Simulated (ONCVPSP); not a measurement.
K: one change to an ONCV potential, before and after

```json
{
 "Element": "K",
 "Generator": "ONCVPSP 4.0.1",
 "Type": "optimised norm-conserving Vanderbilt (ONCV)",
 "Functional": "LDA (Perdew-Zunger)",
 "Relativity": "scalar-relativistic",
 "Frozen core": "[Ne]",
 "Valence charge": "9",
 "Reference configuration": "3s2 3p6 (charge +1)",
 "Partial waves": "3s: rc 1.60 bohr, ncon 4, nbas 7, qcut 9.2 1/bohr, 2 projectors, debl 1.7 Ha; 3p: rc 1.90 bohr, ncon 3, nbas 8, qcut 7.4 1/bohr, 2 projectors, debl 0.9 Ha; d scattering state at 0.1 Ha: rc 1.60 bohr, ncon 4, nbas 8, qcut 5.6 1/bohr, local",
 "Local potential": "the d channel",
 "Core correction": "Teter function, fcfact 1.75, rcfact 1.35"
}
```

In the p channel the program set the typed energies aside and used -0.918, 0.250 Ha. In the d channel the program set the typed energies aside and used 0.050 Ha.

Change: s: qcut 13.1; p: qcut 10.6; d: qcut 8.

Cutoffs: the cutoffs (Ha) at which the residual kinetic energy of the hardest occupied pseudo-wave falls to 1 and 0.1 mHa per electron; they do not see the model core or the augmentation charge, which bear on the density cutoff. Errors are all-electron minus pseudo energies relative to the spin-unpolarised reference configuration.

Predict the effect on cutoff, ghosts and configuration errors.

The potential gets harder (23 Ha and 28 Ha → 28 Ha and 34 Ha); the lowest positive-energy flag moves from none to s at 7.3 eV; the number of tests with a reliable result goes from 4 to 1; the range in which the s phases agree widens (upper end 1.7 → at the end of the scan); neither file shows a bound ghost.

| quantity | base | changed |
| --- | --- | --- |
| cutoff, loose | 23 Ha | 28 Ha |
| cutoff, tight | 28 Ha | 34 Ha |
| loose cutoff by channel | s 23 Ha, p 13 Ha | s 28 Ha, p 22 Ha |
| bound ghosts | none | none |
| GHOST(+) flags under 300 eV | none | s at 7.3 eV |
| tests with a reliable result | 4 of 4 | 1 of 4 |
| error for 3s2 3p6 4p1, meV [ΔE -2.78 eV] | +0.1 | +0.1 |
| s: phases at 1.63 bohr within 0.05 rad from the reference energy up to (Ha; the scan ends near 5) | 1.7 | to the end of the scan |
| p: phases at 1.93 bohr within 0.05 rad from the reference energy up to (Ha; the scan ends near 5) | 4.8 | to the end of the scan |
| d: phases at 1.63 bohr within 0.05 rad from the reference energy up to (Ha; the scan ends near 5) | 1.5 | 2.0 |
| rms error of d²Exc/dni dnj with the model core, mHa | 2.14 | 2.34 |
